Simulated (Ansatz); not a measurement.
Consider the substitution at a C–B bond: `B[CH2][SnH2][F]` + HCl → `[F][SnH2][CH2]Cl` + BH₃.

Isolated molecules relaxed with PBE0-D4/def2-TZVP in Ansatz; ΔE leaves out vibrations. CCSD(T)/CBS is the MP2 limit (def2-TZVPP, def2-QZVPP) plus CCSD(T) − MP2 in def2-TZVPP, frozen cores. This one scheme is used for every species. DFT in def2-TZVPP. B3LYP here is the variant with VWN-RPA as its local correlation; programs differ in this. Elements past krypton have def2 core potentials. For Sn outer-core shells are correlated without core-valence functions, which leaves a few kJ/mol of doubt a bond. Each species was taken in one conformer, which may not be the lowest.

```csv
level,ΔE (kcal/mol),difference from CCSD(T)/CBS
PBE-D4,28.8,0.9
r2SCAN-D4,29.1,1.2
PBE0-D4,28.7,0.8
B3LYP-D4,26.7,-1.2
ωB97X-V,26.0,-1.9
ωB97M-V,27.6,-0.3
B2PLYP,27.0,-0.9
PBE,28.7,0.8
r2SCAN,29.1,1.2
PBE0,28.6,0.7
B3LYP,26.5,-1.4
HF/def2-TZVPP,23.1,-4.8
MP2/def2-TZVPP,28.6,0.7
SCS-MP2/def2-TZVPP,26.5,-1.4
CCSD/def2-TZVPP,27.7,-0.2
CCSD(T)/def2-TZVPP,28.1,0.2
HF/def2-QZVPP,23.2,-4.7
MP2/def2-QZVPP,28.5,0.6
SCS-MP2/def2-QZVPP,26.5,-1.4
HF/CBS(def2),23.2,-4.7
MP2/CBS(def2),28.4,0.5
CCSD/CBS(def2),27.5,-0.4
CCSD(T)/CBS,27.9,0
```

Largest T1 diagnostic among the species: 0.013.

In def2-TZVPP, CCSD(T) changes the Hartree–Fock value by +4.9 kcal/mol (the triples alone add +0.4 kcal/mol) and MP2 by +5.5 kcal/mol.
